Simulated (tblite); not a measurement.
Species: C11H7F.
Atom-mapped SMILES: `[CH:1]#[C:2][c:3]1[cH:4][cH:5][c:6]([F:7])[cH:8][c:9]1[C:10]1=[CH:11][CH2:12]1` (hydrogens: H13 on C1; H14 on C4; H15 on C5; H16 on C8; H17 on C11; H18, H19 on C12)

The geometry is computed with GFN2-xTB (gas phase).

Task: What internal coordinates does the optimisation give?

Result: 
```tsv
bond	length (Å)
C1≡C2	1.201
C2–C3	1.413
C3–C4	1.393
C4–C5	1.382
C5–C6	1.386
C6–F7	1.350
C6–C8	1.379
C8–C9	1.395
C9–C10	1.422
C10=C11	1.309
C11–C12	1.498
C3–C9	1.410
C10–C12	1.502
C1–H13	1.049
C4–H14	1.080
C5–H15	1.078
C8–H16	1.079
C11–H17	1.061
C12–H18, C12–H19	1.085
```

Bonds in one row agree within 0.01 Å and their mean is given. A selection of angles:
```tsv
angle	degrees
C2–C1–H13	179.6
C1–C2–C3	178.8
C2–C3–C4	119.9
C2–C3–C9	120.2
C4–C3–C9	119.8
C3–C4–C5	120.7
C3–C4–H14	119.2
C5–C4–H14	120.1
C4–C5–C6	118.7
C4–C5–H15	121.4
C6–C5–H15	119.9
C5–C6–F7	118.9
C5–C6–C8	122.2
F7–C6–C8	118.9
C6–C8–C9	119.3
C6–C8–H16	120.4
C9–C8–H16	120.3
C8–C9–C10	119.9
C3–C9–C8	119.2
C3–C9–C10	120.9
C9–C10–C11	152.3
C9–C10–C12	143.7
C11–C10–C12	64.0
C10–C11–C12	64.3
C10–C11–H17	150.9
C12–C11–H17	144.9
C11–C12–H18	119.5
C10–C12–C11	51.7
C10–C12–H18	119.7
H18–C12–H19	113.4
```

Dihedral angles: C8–C9–C10–C11 180° (antiperiplanar); C9–C10–C11–C12 180° (antiperiplanar); C9–C10–C12–C11 180° (antiperiplanar).

Of the pairs four or more bonds apart, C2···C11 is among the closest relative to their van der Waals radii: 3.20 Å, 94 % of the sum of Bondi's values. The 12 heavy atoms lie in one plane (0.002 Å rms). The 3-membered ring C10–C11–C12 has internal angles of 51.7° to 64.3°. The 6-membered ring C3–C4–C5–C6–C8–C9 has internal angles of 118.7° to 122.2°; it is planar, 0.00 Å rms from its mean plane, widest ring torsion 0°. The 12 C–C bonds span 1.201 Å (C1≡C2, drawn triple) to 1.502 Å (C10–C12, drawn single), a spread of 0.301 Å.

Point group: Cs (tolerance 0.08 Å). Its GFN2-xTB frequencies are all real (lowest 69 cm⁻¹). The numbers are those of one conformer.
